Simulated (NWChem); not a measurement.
System: ZnGeH3I; SMILES [GeH3][Zn][I]

The following NWChem deck was run.

```
start job
memory heap 200 mb stack 900 mb global 1100 mb
geometry units angstroms
  Zn     0.053532    -0.392700     0.302812
  I     -0.208389     1.569105    -1.182402
  Ge     0.300550    -2.271837     1.706213
  H      1.166767    -3.363542     1.161643
  H      0.904954    -1.997186     3.046954
  H     -0.968398    -2.987119     2.047953
end
basis spherical
  * library def2-svp
end
ecp
  I library def2-ecp
end
dft
  xc pbe0
  iterations 150
end
driver
  maxiter 120
end
task dft optimize
```

Not confirmed as a minimum by frequencies. def2 effective core potentials on I; no spin-orbit coupling.

The level has its own optimisation.

Give the results of this calculation. (PBE0/def2-SVP with def2 effective core potentials on I.) Quantities: r I–Zn (Å); r Ge–Zn (Å); r Ge–H (Å); dipole (D).


| Property | Value |
|---|---|
| r I–Zn (Å) | 2.451 |
| r Ge–Zn (Å) | 2.390 |
| r Ge–H (Å) | 1.541 |
| dipole (D) | 1.74 |
